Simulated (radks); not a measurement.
Results of a calculation; reference values are marked as such.
Problem. The mean radii <r> (bohr) of the occupied orbitals of an atom or ion are listed with their occupations. Level of theory: non-relativistic Kohn-Sham, PBE, spin-polarised, spherical densities, point nucleus (a radial shooting solver on a logarithmic mesh with Libxc functionals).

| orbital | occ. | <r> |
|---|---|---|
| 1s down | 1 | 0.02263 |
| 1s up | 1 | 0.02263 |
| 2s up | 1 | 0.09611 |
| 2s down | 1 | 0.09611 |
| 2p up | 3 | 0.08144 |
| 2p down | 3 | 0.08144 |
| 3s up | 1 | 0.2466 |
| 3s down | 1 | 0.2464 |
| 3p up | 3 | 0.2364 |
| 3p down | 3 | 0.2362 |
| 3d up | 5 | 0.2090 |
| 3d down | 5 | 0.2087 |
| 4s up | 1 | 0.5420 |
| 4s down | 1 | 0.5426 |
| 4p up | 3 | 0.5496 |
| 4p down | 3 | 0.5504 |
| 4d up | 5 | 0.5641 |
| 4d down | 5 | 0.5654 |
| 4f up | 5 | 0.5871 |

Name the element and its charge. Open shells, if any, are filled with parallel spins first.

Solution. Z = 67, holmium, charge +16: Ho16+ in [Kr] 4d10 4f5. The 1s radius gives Z: for a bare nucleus <r> = 1.5/Z, 0.02239 bohr for Z = 67, and screening makes it slightly larger (0.02263 here). The occupations add up to 51, and the charge is Z minus that.
